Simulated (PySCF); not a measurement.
Electron correlation in Rb⁺ (rubidium, charge +1)

[Kr], closed-shell 1S. Calculation: PySCF 2.14, in Sapporo-DKH3-DZP-2012 (7s6p2d, 35 functions); scalar relativity by spin-free X2C-1e. Frozen: [Ar] 3d10 4s2; 6 electrons correlated.

Total MP2 correlation energy: -109.03 mhartree.

Same-spin part -32.69 and opposite-spin part -76.34 mhartree; SCS-MP2 scales them by 1/3 and 6/5 to -102.50 mhartree.

```tsv
level	correlation energy (mhartree)
CCSD	-118.38
(T)	-0.20
CCSD(T)	-118.58
```

Diagnostics: T1 = 0.0022, D1 = 0.0031, largest double amplitude 0.046.

Cost of the coupled-cluster step: 0.09 s of wall time on 1 thread of Neoverse-N1 (shared host), for 6 correlated electrons.

Iterations:

```
CC2 = 0
CCSD nocc = 3, nmo = 20
frozen orbitals [0, 1, 2, 3, 4, 5, 6, 7, 8, 9, 10, 11, 12, 13, 14]
max_cycle = 100
direct = 0
conv_tol = 1e-08
conv_tol_normt = 1e-06
diis_space = 8
diis_start_cycle = 0
Init t2, MP2 energy = -2978.9411954875  E_corr(MP2) -0.109026367716463
Init E_corr(CCSD) = -0.109026367732689
cycle = 1  E_corr(CCSD) = -0.117252007086931  dE = -0.00822563935  norm(t1,t2) = 0.0165886
cycle = 2  E_corr(CCSD) = -0.118123137259245  dE = -0.000871130172  norm(t1,t2) = 0.00365728
cycle = 3  E_corr(CCSD) = -0.118381294625265  dE = -0.000258157366  norm(t1,t2) = 0.00108178
cycle = 4  E_corr(CCSD) = -0.118381932471144  dE = -6.37845878e-07  norm(t1,t2) = 4.73592e-05
cycle = 5  E_corr(CCSD) = -0.118381950528812  dE = -1.80576687e-08  norm(t1,t2) = 3.92358e-06
cycle = 6  E_corr(CCSD) = -0.118381944283741  dE = 6.24507097e-09  norm(t1,t2) = 3.36218e-07
CCSD converged
E(CCSD) = -2978.950551064067  E_corr = -0.1183819442837413
CCSD(T) correction = -0.000197720428689595
```
